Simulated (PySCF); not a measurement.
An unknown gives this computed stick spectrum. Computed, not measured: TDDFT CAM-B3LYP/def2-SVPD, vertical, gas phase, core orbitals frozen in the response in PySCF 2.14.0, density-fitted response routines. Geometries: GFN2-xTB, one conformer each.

```tsv
state	E (eV)	λ (nm)	f
S1	4.65	266.4	0.0000
S2	5.74	216.0	0.024
S3	6.15	201.5	0.0038
S4	6.22	199.4	0.0082
S5	6.54	189.7	0.035
S6	6.88	180.2	0.0019
S7	7.15	173.5	0.0006
S8	7.26	170.8	0.075
```

Triplets computed (Tamm–Dancoff): 4.26, 5.30, 5.67 eV.

Question: Which structure fits?
A. `CC[SiH]1CSC1`
B. `CSC[PH2]=S`
C. `S[SiH2]CC1CC1`

Answer: A. Its S1, at 4.65 eV, is the lowest among the candidates; the nearest of the others has S1 at 5.43 eV. S1 is HOMO→LUMO (84%). Löwdin shares by element: HOMO sulfur 70%, carbon 20% or more; LUMO sulfur 36%, carbon 18% or more, silicon 14% (atoms not listed hold the other 33%). At the same level the other candidates give, for their lowest levels:
- `S[SiH2]CC1CC1`: 6.02 eV (f 0.017); 6.41 eV (f 0.027); 6.89 eV (f 0.011); 7.35 eV (f 0.008); 7.45 eV (f 0.044); T1 5.60 eV; HOMO -8.46, LUMO 0.98 eV
- `CSC[PH2]=S`: 5.43 eV (f 0.008); 5.65 eV (f 0.016); 5.77 eV (f 0.026); 5.83 eV (f 0.007); 5.95 eV (f 0.006); T1 4.94 eV; HOMO -7.93, LUMO 0.78 eV

The values belong to the conformer `[CH3:1][CH2:2][SiH:3]1[CH2:4][S:5][CH2:6]1`: C1–C2–Si3–C4 -174°.
